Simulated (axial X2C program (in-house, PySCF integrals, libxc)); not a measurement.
**Which molecule has these constants?**

Calculated with an in-house all-electron X2C program for linear molecules (integrals from PySCF), spin-free (one-electron X2C) or two-component (2c: spin–orbit coupling with atomic mean-field Coulomb and Gaunt terms, which also bring small scalar terms), in Dyall basis sets with cores contracted in-house; open shells are unrestricted.

A two-component PBE0 calculation in a Dyall 3-zeta basis gave Re = 2.772 Å, ωe = 210.2 cm⁻¹, dipole magnitude 3.27 D, Ω = 4.

Problem. Which molecule is it?
A. ZrC
B. ZrSn
C. ZrSi

Solution. B. The others have ZrC 1.775 Å and 965.1 cm⁻¹ (Ω = 1); ZrSi 2.517 Å and 369.8 cm⁻¹ (Ω = 4).

Each entry is the lowest single determinant of a limited PBE0 search at one distance. De goes to single-determinant-based atoms at the same level (for ions the charge split of lowest energy) and is withheld (n/a) where an atom does not fit its ground term or J level. Main or longest-lived isotopes. One determinant is a doubtful description, or other states lie close, for ZrSn, ZrC, ZrSi; these need not be ground states, and all values refer to the states named. Some open-shell Ω = 0 determinants are out of reach, so the Ω given for ZrSn, ZrC, ZrSi need not be the lowest component. With several unpaired electrons the Ω given is that of one determinant, not necessarily of the lowest component. The functionals have no current term, which raises determinants with orbital currents.
